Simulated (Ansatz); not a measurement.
Species: BNH2F, charge 0, doublet. BNH2F (SMILES N[B]F, doublet).
B3LYP-D3(BJ)/def2-TZVP minimum from Ansatz (a program for electronic structure):
```
N
H 1 1.0044
H 1 1.0119 2 114.53
B 1 1.3859 2 122.64 3 180.00
F 4 1.3284 1 122.77 2 180.00
```
Charge 0, spin multiplicity 2.

Total energies in cc-pVDZ, 17 correlated electrons, 3 frozen orbitals. Open shells are spin-unrestricted; no spin-orbit coupling. Cores are frozen in correlated methods. No relativity.

| method | program | energy (Eh) | minus CCSDT(Q) (mEh) |
|---|---|---|---|
| HF | Ansatz | -179.78706 | 446.99 |
| MP2 | Ansatz | -180.20486 | 29.18 |
| CCSD | Ansatz | -180.22268 | 11.37 |
| CCSD(T) | Ansatz | -180.23243 | 1.61 |
| CCSDT(Q) | Ansatz | -180.23404 | 0.00 |

Rough core times of Ansatz's runs on a shared machine: CCSD(T) under 20 s, CCSDT(Q) 4 min.
